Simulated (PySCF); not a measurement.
Task: Write a Z-matrix for `CC(C)O[C@H](C)F` as optimised with GFN2-xTB.

Result: 
Z-matrix in Å and degrees, rows numbered from 1:
```
C 
C   1  1.5250
C   2  1.5269  1  111.38
O   2  1.4322  1  106.76  3   121.73
C   4  1.3631  2  117.38  1   150.70
C   5  1.5183  4  109.74  2  -168.36
F   5  1.3982  4  110.64  2    72.39
H   1  1.0867  2  110.30  3   179.83
H   1  1.0861  2  110.08  3    59.36
H   1  1.0861  2  109.58  3   -60.79
H   2  1.1022  1  109.55  3  -121.15
H   3  1.0867  2  109.80  1   -60.29
H   3  1.0870  2  109.63  1    59.61
H   3  1.0865  2  110.79  1   179.43
H   5  1.1079  4  112.24  2   -43.04
H   6  1.0861  5  109.64  4  -174.85
H   6  1.0851  5  109.31  4    64.53
H   6  1.0864  5  108.90  4   -54.86
```

The 2 C–O bonds span 1.363 Å (O4–C5, drawn single) to 1.432 Å (C2–O4, drawn single), a spread of 0.069 Å. Of the pairs four or more bonds apart, F7···H14 is among the closest relative to their van der Waals radii: 2.43 Å, 91 % of the sum of Bondi's values.

The geometry is computed with GFN2-xTB (gas phase).

Point group: C1 (no symmetry element, even within 0.4 Å). No GFN2-xTB frequencies stand behind this structure, so it isn't proved a minimum. One conformer, not necessarily the lowest (C1–C2–O4–C5 151°, C2–O4–C5–C6 -168°).
